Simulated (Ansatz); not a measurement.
Molecule: C4H9O2, charge 0, multiplicity 2. SMILES: [CH2]C(OC)OC
Geometry: optimised at B3LYP-D3(BJ)/def2-TZVP (Ansatz, a program for electronic structure).

Wanted: size of the dipole moment, in D. Set-up: non-relativistic; 6-311+G** with 5d; 6-31G* and kin with 6d, 5d where marked; no spin-orbit coupling; open shells spin-unrestricted; LANL2DZ all-electron up to Ne; no dispersion term unless named. First-principles rows: single points at B3LYP-D3(BJ) geometries (Ansatz).

```csv
level,program,size of the dipole moment (D)
PBE/STO-3G,Ansatz,1.54
PBE/3-21G,Ansatz,1.92
PBE/LANL2DZ,Ansatz,2.59
PBE/6-31G*,Ansatz,1.71
PBE/def2-SVP,Ansatz,1.78
PBE/6-311+G**,Ansatz,1.97
```

No value to compare with is used here. The 6 habitual levels span 1.54 (PBE/STO-3G) to 2.59 D (PBE/LANL2DZ).

The sets are all those run for this method; left out are runs that failed, that the program found above a lower state of the same kind, or whose <S^2> lies over 0.5 above the pure value.
